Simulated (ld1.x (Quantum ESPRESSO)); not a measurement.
Ir: one change to an RRKJ potential, before and after

iridium (Ir), norm-conserving RRKJ (Kleinman–Bylander form), made with ld1.x (Quantum ESPRESSO) 7.5 (LDA (PZ), scalar-relativistic). Core [Kr] 4d10 4f14, reference 5s2 5p6 5d7 6s0 6p0 (charge +2). Waves: 5p (bound): rc 1.95 bohr; 5d (bound): rc 1.40 bohr; 5s (bound): rc 1.50 bohr. Local part: the s channel. Core correction: Bessel-smoothed model core inside 1.40 bohr.

All-electron outer shells of the reference configuration (LDA (PZ), scalar-relativistic, ld1.x):

```csv
shell,level (eV),outermost node (bohr),outermost maximum (bohr)
5s,-116.09,0.50,0.89
4f,-80.33,–,0.39
5p,-72.73,0.54,1.01
5d,-24.71,0.59,1.29
6s,-21.88,1.16,2.24
6p,-14.26,1.37,2.80
```

Change: wave 5p (bound): rc 1.95 bohr becomes 5p (bound): rc 2.70 bohr.

Cutoffs: the cutoffs (Ry, on a coarse ladder) from which the occupation-weighted sum of valence levels, in a spherical-Bessel basis at the reference potential, stays within 10 and 1 mRy of its value at 400 Ry; they do not see the model core or the augmentation charge, which bear on the density cutoff. Errors are all-electron minus pseudo energies relative to the spin-unpolarised reference configuration.

**Question.** How do hardness, ghosts and transferability respond?

**Answer.** The potential gets neither clearly harder nor softer (90 Ry and 140 Ry → 90 Ry and 140 Ry); the d channel sets the loose cutoff, while the largest relative change is in p, which becomes softer; of the 9 tests that both files solve, the error grows in 1 and shrinks in 2 by more than 15 % and 0.3 meV (median size 3070.3 → 3066.5 meV); neither file shows a bound ghost at the reference potential, the only one tested.

| quantity | base | changed |
| --- | --- | --- |
| cutoff, loose | 90 Ry | 90 Ry |
| cutoff, tight | 140 Ry | 140 Ry |
| loose cutoff by channel (10 mRy a level) | p 25 Ry, d 55 Ry, s 55 Ry | p 18 Ry, d 55 Ry, s 55 Ry |
| bound ghosts | none | none |
| error for 5s2 5p6 5d7 6s2 6p0, meV [ΔE -28.03 eV] | +3732 | +3727 |
| error for 5s2 5p6 5d7 6s1 6p0, meV [ΔE -17.85 eV] | +2244 | +2242 |
| error for 5s2 5p6 5d6 6s0 6p0, meV [ΔE 30.84 eV] | -6.9 | -14 |
| error for 5s1 5p6 5d7 6s2 6p0, meV [ΔE 77.14 eV] | +5500 | +5480 |
| error for 5s2 5p6 5d7 6s1 6p1, meV [ΔE -22.63 eV] | +2130 | +1793 |
| error for 5s2 5p5 5d7 6s2 6p0, meV [ΔE 33.16 eV] | +5330 | +5484 |
| error for 5s2 5p6 5d7 6s1.5 6p0, meV [ΔE -23.86 eV] | +3070 | +3067 |
| error for 5s2 5p6 5d7 6s0 6p0 (spin-polarised), meV [ΔE -1.27 eV] | +66 | +30 |
| error for 5s2 5p6 5d7 6s2 6p0 (spin-polarised), meV [ΔE -29.19 eV] | +3757 | +3720 |

Base: These tests converged, but a pseudo level misses the all-electron one widely, so the file describes the atom poorly there or has found another state: 5s2 5p6 5d6 6s0 6p0: empty 6s by 3.5 eV; 5s2 5p6 5d7 6s1 6p1: 6s by 1.7 eV. Changed file: These tests converged, but a pseudo level misses the all-electron one widely, so the file describes the atom poorly there or has found another state: 5s2 5p6 5d6 6s0 6p0: empty 6s by 3.5 eV; 5s2 5p6 5d7 6s1 6p1: 6s by 2.0 eV.
